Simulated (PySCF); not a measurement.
Isomers of C9H16, mass 124.125 u with the commonest isotopes. Computed with PBE0/pcSseg-1 in PySCF (dipole) on a GFN2-xTB geometry, gas phase. One conformer each, none proved a minimum here; rigid rotors.

Question: Order these by out-of-plane moment Σ m c² = (Ia + Ib − Ic)/2, smallest first.
A. `[CH2:1]=[CH:2][CH2:3]/[C:4](=[CH:5]\[CH3:6])[CH2:7][CH2:8][CH3:9]` with C1–C2–C3–C4 -113°, C2–C3–C4–C5 -94°, C3–C4–C7–C8 85°, C4–C7–C8–C9 180°
B. `[CH3:1][CH2:2][CH2:3][C@@:4]12[CH2:5][CH2:6][CH2:7][C@@H:8]1[CH2:9]2` with C1–C2–C3–C4 64°, C2–C3–C4–C5 60°, C3–C4–C5–C6 158°, C4–C5–C6–C7 -27°, C5–C6–C7–C8 27°, C6–C7–C8–C9 48°
C. `[CH2:1]1[CH2:2][CH2:3][C:4]2([CH2:5]1)[CH2:6][CH2:7][CH2:8][CH2:9]2` with C5–C1–C2–C3 8°, C1–C2–C3–C4 19°, C2–C3–C4–C5 -37°, C3–C4–C5–C1 42°
D. `[CH3:1][CH2:2][C@H:3]1[C@@H:4]2[CH2:5][CH2:6][CH2:7][C@H:8]1[CH2:9]2` with C1–C2–C3–C4 -175°
E. `[CH3:1][C@H:2]1[CH2:3][C:4]12[CH2:5][CH2:6][CH2:7][CH2:8][CH2:9]2` with C1–C2–C3–C4 112°, C2–C3–C4–C5 -111°, C3–C4–C5–C6 -87°, C4–C5–C6–C7 -57°

Answer: A (31.27 u·Å²), E (46.06 u·Å²), B (61.15 u·Å²), D (63.64 u·Å²), C (69.76 u·Å²).

Question: Order these by rotational constant A, largest first.
A. `[CH2:1]=[CH:2][CH2:3]/[C:4](=[CH:5]\[CH3:6])[CH2:7][CH2:8][CH3:9]` with C1–C2–C3–C4 -113°, C2–C3–C4–C5 -94°, C3–C4–C7–C8 85°, C4–C7–C8–C9 180°
B. `[CH3:1][C@H:2]1[CH2:3][C:4]12[CH2:5][CH2:6][CH2:7][CH2:8][CH2:9]2` with C1–C2–C3–C4 112°, C2–C3–C4–C5 -111°, C3–C4–C5–C6 -87°, C4–C5–C6–C7 -57°
C. `[CH3:1][CH2:2][C@H:3]1[C@@H:4]2[CH2:5][CH2:6][CH2:7][C@H:8]1[CH2:9]2` with C1–C2–C3–C4 -175°
D. `[CH2:1]1[CH2:2][CH2:3][C:4]2([CH2:5]1)[CH2:6][CH2:7][CH2:8][CH2:9]2` with C5–C1–C2–C3 8°, C1–C2–C3–C4 19°, C2–C3–C4–C5 -37°, C3–C4–C5–C1 42°

Answer: D (3253 MHz), B (3124 MHz), C (3062 MHz), A (1644 MHz).

Question: Order these by rotational constant C, smallest first.
A. `[CH2:1]=[CH:2][CH2:3]/[C:4](=[CH:5]\[CH3:6])[CH2:7][CH2:8][CH3:9]` with C1–C2–C3–C4 -113°, C2–C3–C4–C5 -94°, C3–C4–C7–C8 85°, C4–C7–C8–C9 180°
B. `[CH2:1]1[CH2:2][CH2:3][C:4]2([CH2:5]1)[CH2:6][CH2:7][CH2:8][CH2:9]2` with C5–C1–C2–C3 8°, C1–C2–C3–C4 19°, C2–C3–C4–C5 -37°, C3–C4–C5–C1 42°
C. `[CH3:1][C@H:2]1[CH2:3][C:4]12[CH2:5][CH2:6][CH2:7][CH2:8][CH2:9]2` with C1–C2–C3–C4 112°, C2–C3–C4–C5 -111°, C3–C4–C5–C6 -87°, C4–C5–C6–C7 -57°
D. `[CH3:1][CH2:2][C@H:3]1[C@@H:4]2[CH2:5][CH2:6][CH2:7][C@H:8]1[CH2:9]2` with C1–C2–C3–C4 -175°

Answer: A (704.0 MHz), C (1009 MHz), D (1087 MHz), B (1151 MHz).

| SMILES | point group | Ia (u·Å²) | Ib (u·Å²) | Ic (u·Å²) | κ | μa (D) | μb (D) | μc (D) |
| --- | --- | --- | --- | --- | --- | --- | --- | --- |
| C1CCC2(C1)CCCC2 | C1 | 155.38 | 423.16 | 439.00 | -0.96 | 0.05 | 0.00 | 0.00 |
| C[C@H]1CC12CCCCC2 | C1 | 161.76 | 431.23 | 500.88 | -0.85 | 0.04 | 0.05 | 0.08 |
| CC[C@H]1[C@@H]2CCC[C@H]1C2 | C1 | 165.03 | 427.25 | 465.01 | -0.90 | 0.03 | 0.01 | 0.01 |
| CCC[C@@]12CCC[C@@H]1C2 | C1 | 153.58 | 477.18 | 508.47 | -0.94 | 0.04 | 0.16 | 0.17 |
| C=CC/C(=C\C)CCC | C1 | 307.41 | 473.03 | 717.91 | -0.22 | 0.01 | 0.30 | 0.12 |
